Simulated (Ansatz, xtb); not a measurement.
Ligand exchange: SnH4 + BH2(SH) → SnH3(SH) + BH3

Species: SnH4 `[SnH4]`, singlet; BH2(SH), singlet; SnH3(SH), singlet; BH3 (borane) `B`, singlet. The partners trade H for SH: Sn–H and B–SH bonds give way to Sn–SH and B–H.

Shapes, held fixed at every level: PBE0-D4/def2-TZVP. Programs: Ansatz 0.2.0, xtb 6.7.1. The zero-point and thermal change to 298 K, harmonic and unscaled (PBE0-D4/def2-TZVP), is +0.3 kJ/mol.

```csv
level,kind,ΔH(298 K) (kJ/mol),less CCSD(T)/def2-TZVPP,CPU time (sum over the molecules)
GFN0-xTB,semi-empirical,+21.8,-29.8,0.15 s
BHLYP-D4/def2-TZVPP,global hybrid,+41.4,-10.2,5.5 s
PBE0-D4/def2-TZVPP,global hybrid,+54.6,+3.0,5.4 s
r2SCAN0-D4/def2-TZVPP,global hybrid,+52.8,+1.2,9.3 s
B2PLYP/def2-TZVPP,double hybrid,+49.5,-2.1,10 s
MP2/def2-SVP,perturbation theory,+63.2,+11.6,–
CCSD(T)/def2-SVP,coupled cluster or CI,+67.5,+15.9,4.1 s
CCSD(T)/def2-TZVPP,coupled cluster or CI,+51.6,0.0,28 s
```

The highest level, CCSD(T)/def2-TZVPP, gives ΔH(298 K) = +51.6 kJ/mol; the levels span +21.8 to +67.5. The column of differences is taken from that level and isn't an error. No measured value is set beside it here. For atoms past krypton def2 sets carry core potentials with scalar relativity. Correlated rows may include outer-core shells of Sn, which these sets cover unevenly. Times are processor times on shared x86 and Arm servers, and rough.
